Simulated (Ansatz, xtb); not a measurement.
Two isomers of CH3Cl2Si

Structure I: `C[Si](Cl)Cl`, a doublet. Structure II: `[CH2][SiH](Cl)Cl`, a doublet. Both are isolated molecules in the gas phase, relaxed with PBE0-D3(BJ)/def2-SVP; each stands in its lowest conformer found.

Which of the two would you expect CCSD(T)/def2-SVP + ΔMP2/def2-TZVPP electronic energies to favour?

Structure I; the calculation gives E(II) − E(I) = +50.9 kJ/mol.

Level by level:

```tsv
level	geometry	E(II) − E(I) (kJ/mol)	departure from the last row (kJ/mol)	job, with rough time for the two
GFN2-xTB	GFN2-xTB	+67.3	+16.4	optimisation, 0.23 s
HF/STO-3G	GFN2-xTB	+52.4	+1.5	single point, 0.88 s
r2SCAN-D4/def2-SVP	GFN2-xTB	+56.1	+5.1	single point, 9 s
PBE0-D3(BJ)/def2-SVP	PBE0-D3(BJ)/def2-SVP	+62.4	+11.5	optimisation, 66 s
HF/def2-SVP	PBE0-D3(BJ)/def2-SVP	+19.8	−31.1	part of the CCSD(T) run
MP2/def2-SVP	PBE0-D3(BJ)/def2-SVP	+58.7	+7.8	part of the CCSD(T) run
CCSD(T)/def2-SVP	PBE0-D3(BJ)/def2-SVP	+50.7	−0.2	single point
CCSD(T)/def2-SVP + ΔMP2/def2-TZVPP	PBE0-D3(BJ)/def2-SVP	+50.9		single point, 47 s
```

As drawn, II has 1 Si–H in place of 1 C–H.

The levels shown agree on the order. The largest departure from CCSD(T)/def2-SVP + ΔMP2/def2-TZVPP is that of HF/def2-SVP, 31.1 kJ/mol. The last row adds to CCSD(T) the change of the MP2 difference between the two basis sets, here +0.2 kJ/mol.

With harmonic frequencies from PBE0-D3(BJ)/def2-SVP (ideal gas, rigid rotor, one conformer each, 298.15 K, 1 atm): on the last row, ΔE + ΔZPE = +38.8 kJ/mol. A mode under 50 cm⁻¹ makes harmonic enthalpies and free energies unreliable, so none is given.

Open shells are spin-unrestricted. The correlated steps freeze 16 core orbitals. Programs: Ansatz 0.2.0, xtb 6.7.1; the last row on 1 thread of Intel(R) Xeon(R) Platinum 8259CL CPU @ 2.50GHz (Skylake/Cascade Lake) on a shared host.
